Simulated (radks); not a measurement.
Task: The phosphorus ion P3+, [Ne] 3s2. Calculated with a radial shooting solver on a logarithmic mesh with Libxc functionals: non-relativistic Kohn-Sham, r2SCAN, spin-polarised, spherical densities, point nucleus; meta-GGA in the generalised Kohn-Sham scheme. Every spin shell is full or empty, so the densities are truly spherical. Functionals are evaluated on that one density, not self-consistently. Rank these orbital-free kinetic functionals by their error against the exact value of the orbitals, and give that value: Thomas-Fermi, von Weizsacker, TF + vW, TF + vW/9, TF + vW/5, LC94, APBEK, revAPBEK, Perdew 92, Thakkar, Pearson, LKT, Ernzerhof.

Result: Exact: 338.612 hartree. From best to worst, with 100 (|E| - |E exact|)/|E exact| (equal figures are ties): Thakkar +0.04, LC94 +0.22, Ernzerhof +0.23, APBEK +0.35, Perdew 92 -0.43, TF + vW/9 -0.45, revAPBEK +0.73, Pearson -1.61, TF + vW/5 +5.12, Thomas-Fermi -7.40, LKT +31.88, von Weizsacker -37.43, TF + vW +55.17.
